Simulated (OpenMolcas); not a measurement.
# Ionisation energies of argon

- Program: OpenMolcas
- Basis: ANO-R2 [5s4p3d1f]
- Scalar Hamiltonian: X2C, finite nucleus
- Spin-orbit coupling: state interaction with AMFI integrals over the reference wave functions, term energies averaged over their components

Active shells in each charge state: the valence s, p shells, with orbitals averaged over the low states. Where CASPT2's correlated closed shells are named, they are those of the first ion.

A. CASSCF
B. SS-CASPT2, IPEA 0.25 Eh, imaginary shift 0.1 Eh (closed shells correlated: 2s 2p)
C. SS-CASPT2, IPEA 0 Eh, imaginary shift 0.1 Eh (closed shells correlated: 2s 2p)

Energies in eV between the lowest computed levels, named as in B; reference values from the NIST Atomic Spectra Database with their kind.

| From | To | A | B | C | Spin-orbit share in B | Reference |
| --- | --- | --- | --- | --- | --- | --- |
| Ar 3s2 3p6 1S0 | Ar+ 3s2 3p5 2P* 3/2 | 14.694 | 15.553 | 15.430 | -0.055 | 15.760 (measured) |
| Ar+ 3s2 3p5 2P* 3/2 | Ar2+ 3s2 3p4 3P2 | 26.405 | 27.325 | 27.226 | -0.011 | 27.630 (measured) |
| Ar2+ 3s2 3p4 3P2 | Ar3+ 3s2 3p3 4S* 3/2 | 39.260 | 40.310 | 40.233 | +0.067 | 40.735 (semi-empirical) |
| Ar3+ 3s2 3p3 4S* 3/2 | Ar4+ 3s2 3p2 3P0 | 58.107 | 59.071 | 59.168 | -0.153 | 59.580 (semi-empirical) |
| Ar4+ 3s2 3p2 3P0 | Ar5+ 3s2 3p 2P* 1/2 | 73.511 | 74.517 | 74.617 | -0.018 | 74.840 (semi-empirical) |
| Ar5+ 3s2 3p 2P* 1/2 | Ar6+ 3s2 1S0 | 89.711 | 90.802 | 90.901 | +0.171 | 91.290 (measured) |
| Ar6+ 3s2 1S0 | Ar7+ 3s 2S 1/2 | 123.709 | 123.955 | 123.957 | +0.000 | 124.410 (semi-empirical) |
| Ar7+ 3s 2S 1/2 | Ar8+ 2p6 1S0 | 142.870 | 143.162 | 143.165 | +0.000 | 143.457 (semi-empirical) |

Error against the reference values, in %:

```
From       Reference     A     B     C
  Ar        measured  -6.8  -1.3  -2.1
 Ar+        measured  -4.4  -1.1  -1.5
Ar2+  semi-empirical  -3.6  -1.0  -1.2
Ar3+  semi-empirical  -2.5  -0.9  -0.7
Ar4+  semi-empirical  -1.8  -0.4  -0.3
Ar5+        measured  -1.7  -0.5  -0.4
Ar6+  semi-empirical  -0.6  -0.4  -0.4
Ar7+  semi-empirical  -0.4  -0.2  -0.2
```

Mean absolute error over the 3 measured values: A 1.29 eV, B 0.33 eV, C 0.37 eV.

* marks odd parity.
